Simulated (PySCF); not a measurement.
Löwdin shares of the frontier orbitals

C₄H₁₂O₂Si.
SMILES with atom numbers: `[CH3:1][SiH2:2][O:3][C@@H:4]([CH3:5])[CH2:6][OH:7]` (hydrogens: H8, H9, H10 on C1; H11, H12 on Si2; H13 on C4; H14, H15, H16 on C5; H17, H18 on C6; H19 on O7)

Cartesian coordinates in Å at the GFN2-xTB level; atoms count from 1:
```
atom  x, y, z in Å
C1     3.0432    0.0200    0.0625
Si2    1.3457   -0.5686    0.6575
O3     0.3614    0.4274   -0.1692
C4    -1.0220    0.5715   -0.1045
C5    -1.5205    1.2077   -1.3985
C6    -1.7049   -0.7761    0.1473
O7    -1.2664   -1.3664    1.3415
H8     3.1753    1.0886    0.1970
H9     3.2073   -0.2014   -0.9869
H10    3.8187   -0.4842    0.6290
H11    1.1656   -1.9821    0.3269
H12    1.2308   -0.3616    2.1083
H13   -1.2563    1.2367    0.7458
H14   -0.9956    2.1435   -1.5684
H15   -1.3225    0.5424   -2.2348
H16   -2.5880    1.4025   -1.3402
H17   -2.7951   -0.6438    0.1474
H18   -1.4264   -1.4739   -0.6440
H19   -1.4601   -0.7732    2.0759
```

Method: TDDFT B3LYP/def2-SVPD, vertical, gas phase, core orbitals frozen in the response in PySCF.

Frontier orbitals with the atoms that hold most of them (Löwdin shares over 4%, at most four atoms; ? is withheld):

```
orbital  ε (eV)                            atoms
 HOMO-3   -9.04     O3 31%, O7 29%, C6 7%, C4 7%
 HOMO-2   -8.60   C1 25%, O7 19%, Si2 16%, C4 7%
 HOMO-1   -7.83                                ?
   HOMO   -7.46  O3 23%, O7 20%, Si2 11%, C6 10%
   LUMO    0.06                                ?
 LUMO+1    0.55    C5 16%, Si2 9%, O7 8%, H16 7%
 LUMO+2    0.76  Si2 27%, C1 12%, H12 9%, H10 8%
```

Give the leading atoms of the HOMO-1.

O3 (bonded to C and Si) 36%; Si2 (bonded to C, O and 2 H) 16%; H12 (bonded to Si) 15%; C4 (bonded to 2 C, O and H) 8%.

Give the leading atoms of the LUMO.

O7 (bonded to C and H) 22%; H19 (bonded to O) 18%; H13 (bonded to C) 10%; C6 (bonded to C, O and 2 H) 10%. By element: hydrogen 28% or more, oxygen 22% or more, carbon 10% or more.

How does S1 compare with the orbital gap of 7.52 eV?

S1 is at 6.55 eV (f = 0.0047), 0.97 eV below the gap, made of HOMO→LUMO (96%). Without the coupling terms of the response equations the lowest excitation would equal the gap.

One configuration dominates each of S1, S2, S3 and S5. Which, and how do the shares of the two leading atoms of either orbital change from the occupied to the empty one?

- S1 (6.55 eV, f 0.0047), HOMO→LUMO (96%): O3 23% → at most 10%, O7 20% → 22%, H19 at most 10% → 18%
- S2 (7.02 eV, f 0.055), HOMO-1→LUMO (91%): O3 36% → at most 10%, Si2 16% → at most 10%, O7 at most 8% → 22%, H19 at most 8% → 18%
- S3 (7.19 eV, f 0.021), HOMO→LUMO+1 (91%): O3 23% → at most 8%, O7 20% → 8%, C5 at most 10% → 16%, Si2 11% → 9%
- S5 (7.56 eV, f 0.031), HOMO-1→LUMO+1 (91%): O3 36% → at most 8%, Si2 16% → 9%, C5 at most 8% → 16%

Löwdin shares depend on the basis, the more so with diffuse functions.

On an Arm Neoverse N1 with one thread, shared host with 64 logical CPUs at a one-minute load of 58, this took 1.8 min of wall time (with the writing of density and orbital grids) and 1.0 GiB of memory at its peak.

One conformer stands for the species.

Without π bonds the low states are Rydberg-like; a valence basis with one diffuse set may place them up to an eV too high.
